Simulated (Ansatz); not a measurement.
A nudged elastic band was laid between two geometries of C₄H₉B (14 atoms, charge 0, multiplicity 1).

Computed with Ansatz, RKS PBE0/def2-SVP.

```json
{
  "movable images": "9",
  "climbing image": "yes",
  "spring": "5.0 eV/Å²",
  "optimiser": "quadratic models (default)",
  "start path": "IDPP",
  "force threshold": "0.05 eV/Å",
  "iteration limit": "60",
  "end points": "relaxed"
}
```

Image 0:

```xyz
14
Properties=species:S:1:pos:R:3
B -1.263 2.193 1.136
C -1.150 0.756 0.611
C -0.136 0.389 -0.207
C 0.100 -0.965 -0.785
C 1.476 -1.527 -0.434
H -0.428 3.009 0.808
H -2.160 2.537 1.872
H -1.882 -0.017 0.882
H 0.605 1.156 -0.478
H 0.018 -0.885 -1.885
H -0.695 -1.655 -0.460
H 2.282 -0.857 -0.774
H 1.587 -1.656 0.653
H 1.633 -2.507 -0.910
```

Image 10:

```xyz
14
Properties=species:S:1:pos:R:3
B -0.655 2.336 1.122
C -0.166 0.935 0.739
C -0.369 0.449 -0.507
C 0.037 -0.881 -1.049
C 0.760 -1.815 -0.096
H -1.233 3.008 0.293
H -0.481 2.796 2.228
H 0.358 0.297 1.462
H -0.895 1.096 -1.222
H 0.654 -0.696 -1.949
H -0.872 -1.367 -1.450
H 1.697 -1.370 0.272
H 0.139 -2.056 0.781
H 1.014 -2.762 -0.594
```

(1) Which bonds break or form, and what moves?

(2) What energy profile does the band end with?

(3) What is the geometry of the highest image?

(4) What are the harmonic wavenumbers there?

Answers

(1) No bond is made or broken. The dihedral H9–C3–C4–H11 goes from -180 to -55°.

(2) It converged. The highest image is number 5 of 0 to 10, 0.085 eV above the first end and 0.100 eV above the last; the last end lies 0.016 eV below the first. A vibrational analysis at the climbing image gives one clearly imaginary mode, 117i cm⁻¹: a first-order saddle point.

```tsv
image	path coordinate (Å)	energy (eV)	dihedral H9–C3–C4–H11 (°)
0	0.00	0.000	-180
1	0.46	0.006	-170
2	0.93	0.024	-159
3	1.39	0.048	-147
4	1.85	0.072	-133
5	2.31	0.085	-119
6	2.76	0.080	-105
7	3.22	0.057	-91
8	3.67	0.023	-78
9	4.12	-0.005	-66
10	4.57	-0.016	-55
```

(3) 
```xyz
14
Properties=species:S:1:pos:R:3
B -0.972 2.216 1.162
C -0.726 0.766 0.733
C -0.200 0.490 -0.483
C 0.102 -0.876 -1.027
C 1.112 -1.661 -0.190
H -0.686 3.111 0.395
H -1.446 2.496 2.240
H -0.972 -0.079 1.392
H 0.033 1.344 -1.133
H 0.464 -0.793 -2.062
H -0.843 -1.447 -1.077
H 2.075 -1.131 -0.125
H 0.748 -1.814 0.837
H 1.300 -2.650 -0.633
```

(4) 117i, 130, 209, 252, 297, 389, 524, 775, 803, 839, 931, 1005, 1027, 1028, 1080, 1096, 1111, 1219, 1257, 1304, 1317, 1359, 1392, 1458, 1468, 1477, 1686, 2562, 2652, 3053, 3062, 3121, 3142, 3158, 3160, 3164 cm⁻¹.

Time of the run: 2.8 min on 2 threads of Arm Neoverse V1, on a shared host, peak memory 0.26 GiB.
